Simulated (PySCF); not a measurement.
Ge2H6O. Atoms are numbered in the order given.

```xyz
9

O      0.0000     0.0000     0.7159
Ge    -1.6003     0.0000    -0.0647
H     -2.6160     0.0000     1.0818
H     -1.7438     1.2617    -0.9374
H     -1.7438    -1.2617    -0.9374
Ge     1.6003     0.0000    -0.0647
H      1.7438    -1.2617    -0.9374
H      1.7438     1.2617    -0.9374
H      2.6160     0.0000     1.0818
```

Coordinates come from a r2SCAN-D4/def2-SVP optimisation.

The numbers are results of CAM-B3LYP/def2-TZVP run with PySCF, not measurements.

Symmetry labels are those of the subgroup C2v that the program uses (full group C2v).

**Question.** List the valence orbital energies around the gap with their symmetry. (An estimate is asked for; the answer gives what the named calculation found.)

**Answer.** 
| orbital | symmetry | energy (eV) |
|---|---|---|
| HOMO−7 | A1 | -16.51 |
| HOMO−6 | B1 | -12.60 |
| HOMO−5 | A1 | -12.38 |
| HOMO−4 | B2 | -12.37 |
| HOMO−3 | A2 | -11.07 |
| HOMO−2 | B1 | -10.97 |
| HOMO−1 | A1 | -9.99 |
| HOMO | B2 | -9.58 |
| LUMO | A1 | 0.75 |
| LUMO+1 | A1 | 1.70 |
| LUMO+2 | A1 | 2.38 |
| LUMO+3 | B1 | 2.39 |
